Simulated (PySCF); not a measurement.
BiH₅, SMILES [BiH5].

Coordinates come from a B3LYP-D3(BJ)/def2-TZVP optimisation. The def2 effective core potentials stand for the cores of Bi; spin–orbit coupling is left out.

These are TDDFT-M06-2X/def2-TZVPD (PySCF) values and carry that method's errors.

Vertical excitations; the highest root listed may be one member of a degenerate set. The molecule is in vacuum. State labels are in the subgroup C2v.

Computed excitation energies, oscillator strengths and character:
```tsv
state	symmetry	energy (eV)	λ (nm)	f	main pairs
S1	A1	3.44	360	0.000	HOMO→LUMO 100 %
S2	B1	5.03	247	0.013	HOMO→LUMO+1 (degenerate set)
S3	A1	5.03	247	0.014	HOMO→LUMO+2 (degenerate set)
S4	A2	6.37	195	0.000	HOMO→LUMO+4 97 %
S5	B2	6.37	195	0.000	HOMO→LUMO+3 97 %
S6	B2	6.80	182	0.310	HOMO−1→LUMO 53 %, HOMO→LUMO+8 39 %
S7	B1	6.98	178	0.144	HOMO→LUMO+7, HOMO−2→LUMO (degenerate set)
S8	A1	6.98	178	0.144	HOMO→LUMO+6, HOMO−3→LUMO (degenerate set)
S9	B2	7.06	175	0.087	HOMO→LUMO+8 59 %, HOMO−1→LUMO 29 %, HOMO→LUMO+9 10 %
S10	A1	7.27	171	0.000	HOMO→LUMO+5 99 %
T1	A1	2.13	583	0	HOMO→LUMO 94 %
T2	B1	4.56	272	0	HOMO→LUMO+1 90 %
T3	A1	4.57	271	0	HOMO→LUMO+2 90 %
T4	B2	5.55	223	0	HOMO−1→LUMO 62 %, HOMO→LUMO+9 23 %
```
Triplets are in the Tamm–Dancoff approximation, which puts them higher than full response would, so one can lie above its singlet here.
